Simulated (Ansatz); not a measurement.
CH8Si3, SMILES `C[Si](=[SiH2])[SiH3]` (charge 0, multiplicity 1).

The numbers are results of PBE/cc-pVTZ // PBE0-D3(BJ)/def2-TZVP (Ansatz, a program for electronic structure), not measurements.

Ansatz 0.2 input:
```yaml
crystal:
  periodic: [false, false, false]
  atoms:
    - { symbol: C, position_ang: [-0.980155, 1.651536, -0.545164] }
    - { symbol: Si, position_ang: [-0.243806, 0.02034, 0.015075] }
    - { symbol: Si, position_ang: [-1.424406, -1.65465, 0.615866] }
    - { symbol: Si, position_ang: [2.048668, -0.287985, 0.035485] }
    - { symbol: H, position_ang: [-0.635699, 2.467405, 0.093853] }
    - { symbol: H, position_ang: [-0.682359, 1.874832, -1.571841] }
    - { symbol: H, position_ang: [-2.069416, 1.610595, -0.499873] }
    - { symbol: H, position_ang: [-2.904906, -1.6652, 0.676198] }
    - { symbol: H, position_ang: [-0.782129, -2.914514, 1.050246] }
    - { symbol: H, position_ang: [2.635053, -0.110401, -1.322095] }
    - { symbol: H, position_ang: [2.316361, -1.671641, 0.507216] }
    - { symbol: H, position_ang: [2.722792, 0.679682, 0.945036] }
basis:
  gaussian: { orbitals: cc-pVTZ }
hamiltonian:
  xc: pbe
```

Output:

```
Functional definition: PBE
1469 factors; their error is unknown
mean field evaluation 1: about -24777.6830 eV, gradient 6.0e1 eV
mean field evaluation 2: about -24764.1609 eV, gradient 8.3e1 eV
mean field evaluation 4: about -24785.1783 eV, gradient 1.6e1 eV
mean field evaluation 8: about -24786.3023 eV, gradient 1.9e-1 eV
mean field evaluation 16: about -24786.2310 eV, gradient 2.1e-4 eV
mean field -24786.23098872 eV, -910.8771881246 hartree, gradient 6.7e-5 eV, S^2 0.000000; 0 other end points of the search recorded, 0 dependent functions left out
reference -24786.23103732 eV, -910.8771899107 hartree; 28, 28 occupied and 216, 216 virtual orbitals, 1469 factors
Total energy: -24786.23103732 eV, -910.8771899107 hartree
```
